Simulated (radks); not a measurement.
Values are calculated unless marked as measured or tabulated.
Correlation energies from several functionals, in hartree. Species: Li+ [He]; P3+ [Ne] 3s2; Be2+ [He]. Level of theory: non-relativistic Kohn-Sham, r2SCAN, spin-polarised, spherical densities, point nucleus; meta-GGA in the generalised Kohn-Sham scheme (a radial shooting solver on a logarithmic mesh with Libxc functionals). Every spin shell is full or empty, so the densities are truly spherical. Functionals are evaluated on that one density, not self-consistently.

functional        Li+       P3+       Be2+
PW92         -0.13441   -1.0004   -0.15029
VWN5         -0.13506   -1.0052   -0.15108
Wigner       -0.10144  -0.62898   -0.10426
Chachiyo     -0.13115  -0.98325   -0.14705
PBE         -0.044429  -0.44215  -0.045797
PBEsol      -0.056285  -0.52474  -0.058389
LYP         -0.047626  -0.50984  -0.049151
P86         -0.045015  -0.50829  -0.048351
PW91        -0.050278  -0.49205  -0.053267
AM05         -0.11710  -0.90146   -0.13098
TPSS        -0.045463  -0.44687  -0.046776
revTPSS     -0.048200  -0.45863  -0.049295
r2SCAN      -0.040273  -0.45061  -0.041543
B95         -0.050074  -0.53713  -0.055849
